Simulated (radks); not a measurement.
Pm3+, 58 electrons, occupied as [Kr] 4d10 4f5 5s1 5p6 (not the ground configuration).

Calculated with a radial shooting solver on a logarithmic mesh with Libxc functionals: scalar-relativistic Kohn-Sham, r2SCAN, spin-polarised, spherical densities, finite nucleus; open shells are filled with parallel spins first (spin-orbit coupling, left out, can overturn this in heavy ions); meta-GGA in the generalised Kohn-Sham scheme; Fermi nuclear charge, rms radius 4.962 fm.

Energy parts (eV):
total: -272615.50
kinetic: 290756.10
electron-nucleus: -661286.78
Hartree: 104136.44
exchange-correlation: -6221.26

Orbitals (lengths in bohr, moments of r in powers of bohr; r(max) is where P^2 peaks):
orbital  occ.  eigenvalue (eV)   <1/r>      <r^4>      <r^2>   r(max)
1s up       1        -45116.65   67.41  1.419e-06  0.0007320  0.01479
1s down     1        -45116.54   67.41  1.419e-06  0.0007320  0.01479
2s up       1        -7378.431   15.61  0.0002297    0.01156  0.08375
2s down     1        -7378.411   15.61  0.0002297    0.01156  0.08376
2p up       3        -6588.829   14.67  0.0001699   0.009264  0.06762
2p down     3        -6588.780   14.67  0.0001699   0.009264  0.06762
3s up       1        -1638.237   5.710   0.009050    0.07734   0.2383
3s down     1        -1636.267   5.714   0.009019    0.07722   0.2382
3p up       3        -1388.931   5.382   0.009486    0.07750   0.2336
3p down     3        -1386.947   5.387   0.009446    0.07735   0.2335
3d up       5        -1047.195   5.099   0.007743    0.06574   0.1921
3d down     5        -1045.617   5.104   0.007694    0.06556   0.1919
4s up       1        -352.9823   2.379     0.2299     0.3976   0.5524
4s down     1        -347.6744   2.379     0.2289     0.3970   0.5522
4p up       3        -270.8310   2.191     0.3020     0.4491   0.5765
4p down     3        -265.4397   2.193     0.3001     0.4480   0.5761
4d up       5        -154.3817   1.919     0.4965     0.5515   0.6034
4d down     5        -148.7887   1.921     0.4950     0.5498   0.6026
4f up       5         -30.6622   1.359      3.556      1.193   0.6358
4f down     0         -25.2444   1.328      4.841      1.334   0.6368
5s up       1         -71.3185  0.9377      7.178      2.225    1.279
5s down     0         -66.7964  0.9077      8.133      2.355    1.299
5p up       3         -50.5087  0.8117      12.50      2.902    1.434
5p down     3         -47.1066  0.7779      14.44      3.110    1.468

The highest occupied level is 4f up at -30.662 eV. The configuration is held as typed, so some empty levels lie below it. The density falls to 0.001 e/bohr^3 at r = 3.37 bohr. The spin density at the nucleus is 225.2 e/bohr^3 (1s 1.2, 2s 0.4, 3s -9.7, 4s 0.6, 5s 232.7). The electron density at the nucleus is 5.134e+05 e/bohr^3 (large components only). Spin moment in Bohr magnetons: 6.
